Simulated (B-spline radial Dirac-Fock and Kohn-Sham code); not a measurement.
## What relativity does to the binding energies of Se⁶⁺

System: selenium as Se⁶⁺ in the configuration 1s2 2s2 2p6 3s2 3p6 3d10.

Both columns are ΔSCF binding energies of the configuration average from a B-spline atomic structure program: non-relativistic Hartree-Fock with a point nucleus, and Dirac-Fock with a finite nucleus and the Coulomb interaction alone, averaged over the two j levels with weights 2j+1.

```tsv
shell	Hartree-Fock (eV)	Dirac-Fock (eV)	shift (eV)	shift (%)
1s	12584.8	12788.2	+203.43	+1.62
2s	1717.5	1763.8	+46.26	+2.69
2p	1541.6	1552.9	+11.30	+0.73
3s	325.1	333.3	+8.19	+2.52
3p	263.6	265.9	+2.23	+0.84
3d	154.5	153.6	-0.93	-0.60
```

Relativity binds 1s, 2s, 2p, 3s, 3p more strongly, among those listed most of all 2s in relative terms, and 3d more weakly, because the contracted s and p shells screen the nucleus better.

Values without a named source are computed, but for edge energies of neutral atoms, which are taken from tables.
